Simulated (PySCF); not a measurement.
H₂Cl₃NTi (SMILES [NH2][Ti]([Cl])([Cl])[Cl]), singlet, geometry from GFN2-xTB (such geometries of metal compounds can be far from the true shape).

Input for PySCF:
```python
from pyscf import gto, scf, dft

mol = gto.Mole()
mol.atom = '''
    Ti   -0.139371   -0.246005   -0.030698
    Cl    1.815466   -0.400736   -0.861508
    Cl    0.065581    0.326408    2.013463
    Cl   -1.096754    1.401779   -0.990771
    N    -1.071315   -1.793225   -0.215426
    H    -0.793603   -2.602188   -0.774091
    H    -1.974008   -1.999815    0.217317
'''
mol.basis = 'sto-3g'
mol.charge = 0
mol.spin = 0
mol.verbose = 4
mol.build()

mf = dft.RKS(mol)
mf.xc = 'x3lyp'
mf.kernel()
```

What does this run give for the number of basis functions, Mulliken (on the basis functions themselves) charges in atom order?


```
Property                                                                                                                           Result
------------------------------------------------------------------  ---------------------------------------------------------------------
number of basis functions                                                                                                              52
Mulliken (on the basis functions themselves) charges in atom order  Ti1 0.81, Cl2 -0.24, Cl3 -0.25, Cl4 -0.25, N5 -0.47, H6 0.21, H7 0.20
```
